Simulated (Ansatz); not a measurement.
Basis-set series for C2H5FO2Si (`CC(=O)O[SiH2]F`). Charge 0, multiplicity 1. The geometry is a stationary point of PBE0-D4/def2-TZVP. It is one conformer, not always the lowest.

```json
{"functional": "PBE0-D4", "basis": "def2-SVP", "functions": "113", "energy (Eh)": "-618.31154", "HOMO (eV)": "-8.47", "LUMO (eV)": "-0.15"}
{"functional": "PBE0-D4", "basis": "def2-QZVPP", "functions": "505", "energy (Eh)": "-618.84388", "HOMO (eV)": "-8.58", "LUMO (eV)": "-0.35"}
{"functional": "ωB97M-V", "basis": "def2-SVP", "functions": "113", "energy (Eh)": "-618.64809", "HOMO (eV)": "-10.89", "LUMO (eV)": "2.20"}
{"functional": "ωB97M-V", "basis": "def2-QZVPP", "functions": "505", "energy (Eh)": "-619.18949", "HOMO (eV)": "-11.02", "LUMO (eV)": "1.46"}
```

(1) Give the rows for def2-TZVPP. (An estimate is asked.)

Answers

(1) Computed: 
```tsv
functional	basis	functions	energy (Eh)	HOMO (eV)	LUMO (eV)
PBE0-D4	def2-TZVPP	267	-618.81535	-8.55	-0.29
ωB97M-V	def2-TZVPP	267	-619.16283	-10.99	2.01
```

Positive LUMOs are unbound and depend on the basis.
